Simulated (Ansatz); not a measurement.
F₃H₃Si₂, SMILES `F[Si](F)(F)[SiH3]`. Total charge 0; spin multiplicity 1.

```xyz
8

F     0.601   -0.985   -1.937
Si    0.529   -0.923   -0.358
F     2.016   -0.994    0.176
F    -0.198   -2.242    0.124
Si   -0.568    0.992    0.385
H     0.168    2.184   -0.104
H    -1.951    0.988   -0.154
H    -0.596    0.980    1.868
```

Question: List the harmonic frequencies (cm⁻¹, unscaled) at PBE0-D4/def2-TZVP in Ansatz. (An estimate is asked.)

Answer: The calculation gave: 82, 144, 144, 300, 303, 303, 498, 523, 523, 822, 903, 929, 929, 966, 966, 2237, 2252, 2252.

Question: Is this a minimum?

Answer: Yes, all 18 modes are real.

Question: Give the ideal-gas thermochemistry at 298.15 K and 1 bar (rigid rotor, harmonic oscillator; point group C3v, symmetry number 3).

Answer: Zero-point energy 90.2 kJ/mol; H(298) − E = 111.3 kJ/mol; entropy 341.5 J/(mol·K), of which translation 168.2, rotation 105.4, vibration 68.0; G(298) − E = 9.5 kJ/mol. Modes under 100 cm⁻¹ are hindered rotations or soft bends, so the harmonic entropy is rough.

Question: Rotational constants (cm⁻¹)?

Answer: 0.1309, 0.06845, 0.06845.
